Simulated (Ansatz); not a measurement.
A nudged elastic band was laid between two geometries of CH8AlBSi (12 atoms, charge 0, multiplicity 1).

These are results of RKS r2SCAN-D4/6-31G* (Ansatz), not measurements.

```
movable images  : 7
climbing image  : yes
spring          : 5.0 eV/Å²
optimiser       : quadratic models (default)
start path      : IDPP
force threshold : 0.05 eV/Å
iteration limit : 60
end points      : relaxed
```

First end point:

```xyz
12
Properties=species:S:1:pos:R:3
B -1.715 0.370 0.381
C -0.228 0.670 0.425
Al 0.608 -1.120 0.874
Si 0.764 0.552 -1.142
H -2.178 -0.314 -0.495
H -2.449 0.769 1.247
H 0.129 1.416 1.144
H -0.154 -2.463 0.517
H 1.936 -1.035 1.741
H 1.462 -0.829 -0.999
H 0.006 0.426 -2.409
H 1.897 1.504 -1.250
```

Last end point:

```xyz
12
Properties=species:S:1:pos:R:3
B -1.716 -0.152 0.515
C -0.443 0.637 0.271
Al 1.012 -0.549 1.032
Si 0.459 0.426 -1.340
H -1.929 -1.175 -0.084
H -2.511 0.204 1.344
H -0.359 1.633 0.721
H 0.790 -2.116 1.124
H 2.244 0.229 1.662
H -0.247 -0.313 -2.412
H 1.149 1.640 -1.844
H 1.628 -0.520 -0.956
```

Problem. Which bonds break or form, and what moves?

Solution. No bond is made or broken. The dihedral C2–Al3–Si4–H11 goes from -98 to 99°. The two ends are copies of one structure, up to a mirror image or an exchange of like atoms.

Problem. Give the energies along the band, and the barrier.

Solution. The forces met the threshold. The highest image is number 4 of 0 to 8, 0.106 eV above the ends, which have the same energy within 2 meV. A vibrational analysis at the climbing image gives one clearly imaginary mode, 72i cm⁻¹: a first-order saddle point.

| image | path coordinate (Å) | energy (eV) | dihedral C2–Al3–Si4–H11 (°) |
| --- | --- | --- | --- |
| 0 | 0.00 | 0.000 | -98 |
| 1 | 0.60 | 0.019 | -89 |
| 2 | 1.20 | 0.077 | -68 |
| 3 | 1.79 | 0.103 | -43 |
| 4 | 2.39 | 0.106 | -17 |
| 5 | 3.20 | 0.097 | 22 |
| 6 | 3.99 | 0.074 | 58 |
| 7 | 4.79 | 0.027 | 85 |
| 8 | 5.59 | 0.000 | 99 |

Problem. What is the geometry of the highest image?

Solution. 
```xyz
12
Properties=species:S:1:pos:R:3
B -1.643 0.000 0.304
C -0.213 0.532 0.339
Al 0.836 -0.793 1.355
Si 0.590 0.456 -1.365
H -1.912 -0.981 -0.342
H -2.519 0.522 0.940
H -0.068 1.508 0.822
H 0.578 -2.349 1.180
H 1.950 -0.227 2.339
H 0.668 -0.961 -1.823
H -0.170 1.234 -2.382
H 1.981 1.003 -1.335
```

Problem. What are the harmonic wavenumbers there?

Solution. 72i, 110, 144, 158, 233, 308, 479, 530, 566, 638, 669, 710, 773, 868, 937, 941, 970, 1007, 1022, 1070, 1169, 1277, 1938, 1958, 2221, 2236, 2245, 2572, 2647, 3073 cm⁻¹.

The run took 2.4 min on 2 threads of Intel(R) Xeon(R) Platinum 8488C (Sapphire Rapids), with other jobs on the host, peak memory 0.17 GiB.
